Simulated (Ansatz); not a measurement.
Relaxation of the cluster Cs₃Cl₃ with RKS PBE0-D4/def2-SVP.

```sh
$ ansatz run in.yaml --threads 4 --pin off --events-out ev --progress --plain --max-ram 3916MiB
```

```yaml
crystal:
  periodic: [false, false, false]
  atoms:
    - {symbol: Cs, position_ang: [-2.882490, -0.398420, 0.756590]}
    - {symbol: Cs, position_ang: [0.633260, -1.147080, -1.803070]}
    - {symbol: Cs, position_ang: [1.163610, 1.325700, 1.373580]}
    - {symbol: Cl, position_ang: [-0.514000, -2.102040, 0.914400]}
    - {symbol: Cl, position_ang: [-1.328800, 1.803120, -0.345400]}
    - {symbol: Cl, position_ang: [2.928410, 0.518730, -0.896090]}
basis:
  gaussian: {orbitals: def2-SVP}
hamiltonian: {xc: pbe0, dispersion: d4}
scf: {lower_state_search: "off"}
output: {orbitals: {seedname: orbitals}}
relax: {f_tol: 0.02, max_steps: 100}
```

It took 21 s on 4 threads of Arm Neoverse V1 on a shared host.

Positions (Å) and forces (eV/Å) at steps 1, 2, 3, 4, 5, 7 of 7:

```xyz
6
step=1 energy=-39198.3860 eV
Cs   -2.882   -0.398    0.757   -1.563   -0.235    0.400
Cs    0.633   -1.147   -1.803   -0.273   -0.196   -0.716
Cs    1.164    1.326    1.374    0.180    0.107    0.821
Cl   -0.514   -2.102    0.914    0.662   -0.451    0.403
Cl   -1.329    1.803   -0.345    0.178    0.623   -0.679
Cl    2.928    0.519   -0.896    0.816    0.152   -0.229
6
step=2 energy=-39198.7758 eV
Cs   -3.068   -0.428    0.806   -0.358   -0.044    0.097
Cs    0.626   -1.164   -1.903   -0.059    0.070   -0.220
Cs    1.210    1.346    1.465    0.093   -0.063    0.206
Cl   -0.465   -2.103    0.952    0.114    0.053    0.157
Cl   -1.318    1.820   -0.404   -0.027   -0.035   -0.194
Cl    3.016    0.529   -0.916    0.236    0.020   -0.045
6
step=3 energy=-39198.8709 eV
Cs   -3.250   -0.457    0.865   -0.013   -0.010    0.014
Cs    0.661   -1.085   -1.948   -0.082    0.106   -0.049
Cs    1.273    1.297    1.462   -0.017   -0.102    0.065
Cl   -0.484   -1.969    0.973    0.047    0.068    0.097
Cl   -1.346    1.688   -0.420   -0.015   -0.056   -0.121
Cl    3.146    0.525   -0.932    0.079   -0.006   -0.006
6
step=4 energy=-39198.9110 eV
Cs   -3.293   -0.470    0.891    0.108    0.006   -0.018
Cs    0.626   -0.993   -1.973   -0.037    0.110    0.015
Cs    1.270    1.226    1.473   -0.017   -0.096   -0.003
Cl   -0.451   -1.901    1.024    0.000    0.078    0.055
Cl   -1.361    1.632   -0.490   -0.011   -0.076   -0.068
Cl    3.208    0.506   -0.925   -0.043   -0.022    0.019
6
step=5 energy=-39198.9183 eV
Cs   -3.216   -0.479    0.903    0.031    0.005   -0.010
Cs    0.493   -0.850   -2.016    0.158   -0.040   -0.102
Cs    1.195    1.126    1.534    0.168    0.064    0.005
Cl   -0.324   -1.764    1.073   -0.125   -0.156    0.095
Cl   -1.300    1.533   -0.629   -0.188    0.121    0.001
Cl    3.153    0.434   -0.864   -0.044    0.007    0.011
6
step=7 energy=-39198.9440 eV
Cs   -3.234   -0.473    0.900    0.004    0.000    0.000
Cs    0.554   -0.872   -2.015    0.005    0.013    0.008
Cs    1.244    1.136    1.513    0.003   -0.011   -0.008
Cl   -0.386   -1.827    1.100    0.001   -0.002    0.008
Cl   -1.361    1.573   -0.612   -0.002    0.001   -0.009
Cl    3.183    0.462   -0.886   -0.011   -0.001    0.002
```

In the def2 sets Cs takes a core potential; there is no spin–orbit coupling. The structure comes from a short search, and lower isomers may exist.
